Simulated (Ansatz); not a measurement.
C2H7BOS, relaxed with RKS PBE0-D4/def2-TZVP in the Gaussian-basis code of Ansatz from a PBE-D4/def2-SVP geometry. The force threshold is 0.005 eV/Å; the program also tests the step.

The species carries charge 0 and has multiplicity 1. The bonds changed during the relaxation, so this is another structure than the one it started from.

Start:

```xyz
12

B    -0.494   -0.897    0.897
C     0.294    0.303    0.266
C    -0.157    1.196   -0.845
O     1.471    0.680    0.759
S     0.362   -1.918   -0.572
H    -1.711   -0.903    0.834
H     0.025   -1.278    1.948
H    -1.011    0.764   -1.394
H     0.665    1.449   -1.543
H    -0.497    2.147   -0.378
H     1.622    0.137    1.565
H    -0.569   -1.678   -1.537
```

By how much does the energy fall, and how many steps does the optimiser take? (Best estimate.)

Computed: 1.24 kcal/mol, in 10 steps.

Which bonds change most? (Best estimate.)

Computed: B1–H7 from 1.232 to 1.209 Å; B1–H6 from 1.219 to 1.198 Å; S5–H12 from 1.363 to 1.342 Å; C3–H9 from 1.108 to 1.091 Å.

Give the relaxed structure. (Best estimate.)

Ansatz gave: 
```xyz
12

B    -0.510   -0.883    0.905
C     0.289    0.282    0.264
C    -0.167    1.173   -0.833
O     1.466    0.660    0.738
S     0.393   -1.845   -0.566
H    -1.702   -0.896    0.792
H    -0.023   -1.273    1.941
H    -1.039    0.766   -1.338
H     0.628    1.381   -1.551
H    -0.452    2.124   -0.368
H     1.643    0.149    1.541
H    -0.524   -1.639   -1.523
```
